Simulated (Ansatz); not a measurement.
C2H (SMILES [C]#C), charge 0, multiplicity 2, relaxed at each level with Ansatz (a quantum-chemistry and plane-wave program); harmonic frequencies from differences of analytic forces, average atomic masses, frozen cores. Open shells are unrestricted.

```
mode  HF/def2-TZVPP (cm⁻¹)  r2SCAN/def2-TZVPP (cm⁻¹)  wB97X-V/def2-TZVPP (cm⁻¹)  MP2/cc-pVTZ (cm⁻¹)  CCSD(T)/cc-pVDZ (cm⁻¹)  CCSD(T)/cc-pVTZ (cm⁻¹)
----  --------------------  ------------------------  -------------------------  ------------------  ----------------------  ----------------------
1                      610                       393                        510                 821                     294                       ?
2                      610                       393                        510                 821                     294                       ?
3                     1884                      2075                       2122                2518                    2028                    2052
4                     3574                      3456                       3463                3573                    3452                       ?
```

### Question
Modes are in rising order at each level. Complete the blanks.

### Answer

- 4, CCSD(T)/cc-pVTZ (cm⁻¹): 3460
- 1, CCSD(T)/cc-pVTZ (cm⁻¹): 411
- 2, CCSD(T)/cc-pVTZ (cm⁻¹): 411

Doubts at one or more of the structures used: a spin-contaminated determinant (HF/def2-TZVPP, MP2/cc-pVTZ, CCSD(T)/cc-pVDZ, CCSD(T)/cc-pVTZ); T1 above 0.05 (CCSD(T)/cc-pVDZ, CCSD(T)/cc-pVTZ).
